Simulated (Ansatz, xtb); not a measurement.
Breaking the Cd1–H2 bond in CdFH (SMILES [F][CdH]) (multiplicity 1 held, fragments rigid). Energies count from the point at 1.635 Å.
Geometry at that point (charge 0, multiplicity 1):
```xyz
3

Cd     0.00000     0.00000    -0.27480
H      0.00000     0.00000    -1.90990
F      0.00000     0.00000     1.67782
```

Restricted levels (R-, RO-) in cc, def2 and unpolarised 6-31G sets keep to the state of the molecule at rest. U- levels take the lowest unrestricted solution at each point, which mixes spins at long bonds. Active spaces are followed from a long bond inwards. Levels need not reach the same state.

Cores are frozen in the correlated methods.

Programs: Ansatz (a program for electronic structure); xtb for the GFN methods.  In def2 rows elements past Kr take small-core potentials, without spin–orbit coupling. The GFN methods have no spin term and hold the electronic entropy of 300 K.

Energies in kcal/mol.

| R (Å) | GFN2-xTB | U-CCSD/def2-SVP | R-CCSDT/def2-SVP | FIC-MRCISD+Q on CASSCF(2,2)/def2-SVP |
|---|---|---|---|---|
| 1.308 | 17.2 | 28.2 | 28.1 | 28.4 |
| 1.472 | 1.5 | 5.6 | 5.6 | 5.7 |
| 1.635 | 0.0 | 0.0 | 0.0 | 0.0 |
| 1.799 | 3.5 | 2.9 | 2.9 | 2.8 |
| 1.962 | 9.0 | 10.1 | 10.0 | 9.9 |
| 2.207 | 18.3 | 24.0 | 23.5 | 23.3 |
| 2.453 | 28.0 | 38.5 | 36.9 | 36.7 |
| 2.861 | 43.7 | 57.4 | 54.2 | 54.0 |
| 3.270 | 57.5 | 66.7 | 64.1 | 63.9 |
| 3.761 | 70.3 | 69.9 | 69.4 | 69.0 |
| 4.415 | 80.9 | 70.6 | 71.4 | 71.0 |
| 5.232 | 87.0 | 70.8 | 71.9 | 71.5 |

Doubts at one or more of the structures used: a spin-contaminated determinant (U-CCSD/def2-SVP); T1 above 0.05 (U-CCSD/def2-SVP, R-CCSDT/def2-SVP); a restricted determinant that unrestricted orbitals would lower (R-CCSDT/def2-SVP); other coupled-cluster roots lie near (R-CCSDT/def2-SVP).
